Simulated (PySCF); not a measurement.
Numbering as in the mapped SMILES `[CH3:1]/[CH:2]=[CH:3]\[Si@H:4]([NH:5][CH3:6])[C:7]([NH2:8])=[O:9]`. Hydrogens are named by the atom that carries them.

PySCF 2.14 calculation with structure optimised with GFN2-xTB and PBE0/pcSseg-1 with gauge-including orbitals; no solvent model, one averaged value for each set of equivalent atoms, no relativistic terms, a single conformation.

δ = σ(ref) − σ, references computed at the same level: ¹³C (σ = 186.93 ppm), ¹H (σ = 31.72 ppm), ²⁹Si (σ = 349.16 ppm) against TMS; NH3 for ¹⁵N (σ = 267.73 ppm); H2O for ¹⁷O (σ = 336.08 ppm).

| atoms | nucleus | count | Hirshfeld charge | δ (ppm) |
| --- | --- | --- | --- | --- |
| H(C2) | ¹H | 1 | 0.04 | 7.18 |
| C2 | ¹³C | 1 | -0.02 | 162.7 |
| C7 | ¹³C | 1 | 0.08 | 184.8 |
| H(C1) | ¹H | 3 | 0.05 | ? |
| N8 | ¹⁵N | 1 | -0.17 | 131.2 |
| H(C3) | ¹H | 1 | 0.03 | 5.82 |
| O9 | ¹⁷O | 1 | -0.29 | ? |
| C3 | ¹³C | 1 | -0.16 | 128.0 |
| H(Si4) | ¹H | 1 | -0.09 | 5.10 |
| H(C6) | ¹H | 3 | 0.04 | ? |
| H(N8) | ¹H | 2 | 0.13 | 5.15 |
| C1 | ¹³C | 1 | -0.12 | ? |
| C6 | ¹³C | 1 | -0.07 | 30.4 |
| H(N5) | ¹H | 1 | 0.11 | 0.84 |
| Si4 | ²⁹Si | 1 | 0.37 | ? |
| N5 | ¹⁵N | 1 | -0.24 | 16.0 |

**Question.** Complete the table.

**Answer.** 
- C1: 24.5 ppm, allylic methyl carbon; aliphatic region, no heteroatom directly attached
- H(C6): 2.79 ppm, hydrogen on a methyl carbon bonded to N; its carbon carries N, an electronegative neighbour
- H(C1): 2.13 ppm, hydrogen on an allylic methyl carbon; allylic position
- Si4: -54.3 ppm, silicon bonded to 2 C, N, H
- O9: 477.2 ppm, amide-type carbonyl oxygen

Exchangeable OH/NH protons stand at their gas-phase positions; hydrogen bonding in a real sample shifts them, mostly to higher δ. Shifts are as computed. Against solution values, carbons near 30 ppm lie about +3 ppm off and those near 130 ppm about +5 ppm. Of 1211 compounds with measured shifts, 218 miss one by over three times the rms of a fit or turn the order of signals round; such compounds aren't used in these exercises. Hydrogen bonding in solution shields acid and N–H amide carbonyl oxygens by tens of ppm. Hydrogen bonding in solution deshields acid and N–H amide carbonyl carbons by as much as 10 ppm beyond these values. Unscaled 17O shifts of doubly bonded oxygen tend to come out too high, by tens of ppm or more. Experimental scales use liquid or dissolved standards, which lie at an offset from isolated NH3 (liquid NH3: subtract about 20 ppm) and H2O (liquid H2O: subtract about 36 ppm).
